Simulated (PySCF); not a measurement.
**Polarisability and C₆ of I+ (iodine, charge +1)**

[Kr] 4d10 5s2 5p4, high-spin 3P determinant. Calculation: PySCF 2.14, in aug-cc-pVTZ-PP with ECP28MDF; a scalar-relativistic core potential. Coupled (time-dependent) response in atomic units; α is the mean over directions.

| method | mean α (bohr³) | α xx, yy, zz | C₆ (like pair) | S(−4) |
| --- | --- | --- | --- | --- |
| UHF | 20.13 | 19.77, 20.86, 19.77 | 170.1 | 73.44 |
| PBE | 20.69 | 20.07, 21.92, 20.07 | 175.2 | 81.23 |
| PBE0 | 20.32 | 19.79, 21.38, 19.79 | 171.5 | 76.59 |
| BP86 | 20.64 | 20.02, 21.88, 20.02 | 174.5 | 80.66 |

S(−4) is the Cauchy moment in α(ω) = α(0) + S(−4) ω² + …

Spin-orbit coupling is absent.

α(iu) at PBE:

```json
{"u (hartree)": "0", "α(iu) (bohr³)": "20.69"}
{"u (hartree)": "0.0500", "α(iu) (bohr³)": "20.49"}
{"u (hartree)": "0.100", "α(iu) (bohr³)": "19.91"}
{"u (hartree)": "0.200", "α(iu) (bohr³)": "17.94"}
{"u (hartree)": "0.300", "α(iu) (bohr³)": "15.49"}
{"u (hartree)": "0.500", "α(iu) (bohr³)": "10.99"}
{"u (hartree)": "0.750", "α(iu) (bohr³)": "7.244"}
{"u (hartree)": "1.00", "α(iu) (bohr³)": "5.041"}
{"u (hartree)": "1.50", "α(iu) (bohr³)": "2.844"}
{"u (hartree)": "2.00", "α(iu) (bohr³)": "1.848"}
{"u (hartree)": "3.00", "α(iu) (bohr³)": "0.9825"}
{"u (hartree)": "5.00", "α(iu) (bohr³)": "0.4196"}
```

A single London oscillator, α(iu) = α/(1 + u²/ω²), gives C₆ = (3/4) ω α². Matching the computed C₆ needs ω = 4 × 175.2 / (3 × 20.69²) = 0.546 hartree.

For an ion, C₆ is the dispersion term alone; charge-induced terms of lower order in 1/R come first.

The components differ because the open shell of this determinant is not spherical; for a pure term their mean is the scalar polarisability.

Energies and moments cover only the electrons outside the core potential.
